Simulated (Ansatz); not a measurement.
The geometry has D5h symmetry (within 0.05 Å) and had no frequency check at the DFT level, so a distortion to lower symmetry isn't ruled out.

Species: [5]prismane cage Ge10H10 `[GeH]12[GeH]3[GeH]4[GeH]1[GeH]1[GeH]2[GeH]2[GeH]3[GeH]4[GeH]12` (charge 0, multiplicity 1).

Q: Give a relaxed geometry from PBE-D3(BJ)/def2-SVP (Ansatz, an electronic-structure program).

A: the end point of this relaxation (outside a Z-matrix the atoms follow the SMILES, hydrogens last).
Bonded distances (Å): Ge1–Ge2 2.488, Ge1–Ge4 2.503, Ge1–Ge6 2.488, Ge1–H11 1.561, Ge2–Ge3 2.503, Ge2–Ge8 2.488, Ge2–H12 1.561, Ge3–Ge4 2.488, Ge3–Ge9 2.488, Ge3–H13 1.561, Ge4–Ge5 2.488, Ge4–H14 1.561, Ge5–Ge6 2.503, Ge5–Ge10 2.489, Ge5–H15 1.561, Ge6–Ge7 2.488, Ge6–H16 1.561, Ge7–Ge8 2.488, Ge7–Ge10 2.503, Ge7–H17 1.561, Ge8–Ge9 2.503, Ge8–H18 1.561, Ge9–Ge10 2.488, Ge9–H19 1.561, Ge10–H20 1.561. Angles (°): Ge2–Ge1–Ge4 89.9, Ge2–Ge1–Ge6 108.2, Ge2–Ge1–H11 119.0, Ge4–Ge1–Ge6 89.9, Ge4–Ge1–H11 123.9, Ge6–Ge1–H11 119.4, Ge1–Ge2–Ge3 90.1, Ge1–Ge2–Ge8 107.8, Ge1–Ge2–H12 119.3, Ge3–Ge2–Ge8 90.1, Ge3–Ge2–H12 123.7, Ge8–Ge2–H12 119.3, Ge2–Ge3–Ge4 89.9, Ge2–Ge3–Ge9 89.9, Ge2–Ge3–H13 123.9, Ge4–Ge3–Ge9 108.2, Ge4–Ge3–H13 119.2, Ge9–Ge3–H13 119.2, Ge1–Ge4–Ge3 90.1, Ge1–Ge4–Ge5 90.1, Ge1–Ge4–H14 123.7, Ge3–Ge4–Ge5 107.8, Ge3–Ge4–H14 119.4, Ge5–Ge4–H14 119.2, Ge4–Ge5–Ge6 90.0, Ge4–Ge5–Ge10 108.1, Ge4–Ge5–H15 118.9, Ge6–Ge5–Ge10 90.0, Ge6–Ge5–H15 123.9, Ge10–Ge5–H15 119.5, Ge1–Ge6–Ge5 90.0, Ge1–Ge6–Ge7 107.9, Ge1–Ge6–H16 119.3, Ge5–Ge6–Ge7 90.0, Ge5–Ge6–H16 123.8, Ge7–Ge6–H16 119.2, Ge6–Ge7–Ge8 107.9, Ge6–Ge7–Ge10 90.0, Ge6–Ge7–H17 119.2, Ge8–Ge7–Ge10 90.0, Ge8–Ge7–H17 119.4, Ge10–Ge7–H17 123.8, Ge2–Ge8–Ge7 108.2, Ge2–Ge8–Ge9 89.9, Ge2–Ge8–H18 119.0, Ge7–Ge8–Ge9 89.9, Ge7–Ge8–H18 119.4, Ge9–Ge8–H18 123.9, Ge3–Ge9–Ge8 90.1, Ge3–Ge9–Ge10 107.8, Ge3–Ge9–H19 119.4, Ge8–Ge9–Ge10 90.1, Ge8–Ge9–H19 123.7, Ge10–Ge9–H19 119.2, Ge5–Ge10–Ge7 90.0, Ge5–Ge10–Ge9 108.1, Ge5–Ge10–H20 119.5, Ge7–Ge10–Ge9 90.0, Ge7–Ge10–H20 123.9, Ge9–Ge10–H20 118.9.
